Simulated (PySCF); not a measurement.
C3H7BFN, SMILES CB(N)/C=C\F. Atoms are numbered in the order given.

```xyz
13

C     -0.4769    -2.3925     0.0000
B      0.0519    -0.8958     0.0000
N      1.4266    -0.6207     0.0000
C     -1.0010     0.2856     0.0000
C     -0.7418     1.5917     0.0000
F      0.5119     2.0874     0.0000
H     -1.1165    -2.5711     0.8821
H     -1.1165    -2.5711    -0.8821
H      0.3228    -3.1507     0.0000
H      1.7995     0.3199     0.0000
H      2.1254    -1.3528     0.0000
H     -2.0716     0.0499     0.0000
H     -1.4777     2.4043     0.0000
```

Geometry optimised at ωB97X-D3(BJ)/def2-SVP. The structure was generated by enumeration; whether it is a known compound was not checked. Other conformers were not sampled.

Two levels are set side by side: PBE/pcSseg-1 (PySCF) and PBE0/pcSseg-1 (PySCF). GIAO shifts against BF3 (¹¹B), CFCl3 (¹⁹F), NH3 (¹⁵N), TMS (¹H), TMS (¹³C) at the same level; non-relativistic, no solvent, atoms listed together averaged. Differences are taken from unrounded values.

```json
[
 {"quantity": "δ(¹³C) of C1 (ppm)", "PBE": "9.4"},
 {"quantity": "δ(¹¹B) of B2 (ppm)", "PBE": "25.2"},
 {"quantity": "δ(¹⁵N) of N3 (ppm)", "PBE": "119.7"},
 {"quantity": "δ(¹³C) of C4 (ppm)", "PBE": "114.9"},
 {"quantity": "δ(¹³C) of C5 (ppm)", "PBE": "169.3"},
 {"quantity": "δ(¹⁹F) of F6 (ppm)", "PBE": "-109.8"},
 {"quantity": "δ(¹H) of H12 (ppm)", "PBE": "5.15"},
 {"quantity": "δ(¹H) of H13 (ppm)", "PBE": "7.29"}
]
```

Task: These are the PBE values. What does PBE0 give? (Estimate from the structure and the level; the computed values follow.)

Result: 
```csv
quantity,PBE0,PBE minus PBE0
δ(¹³C) of C1 (ppm),9.2,0.2
δ(¹¹B) of B2 (ppm),26.3,-1.1
δ(¹⁵N) of N3 (ppm),113.3,6.3
δ(¹³C) of C4 (ppm),116.3,-1.3
δ(¹³C) of C5 (ppm),170.5,-1.2
δ(¹⁹F) of F6 (ppm),-103.1,-6.8
δ(¹H) of H12 (ppm),5.21,-0.06
δ(¹H) of H13 (ppm),7.22,0.07
```

Rough cost on one machine, each run with all the roots and properties that it gave: PBE0 against PBE within a factor of 2.
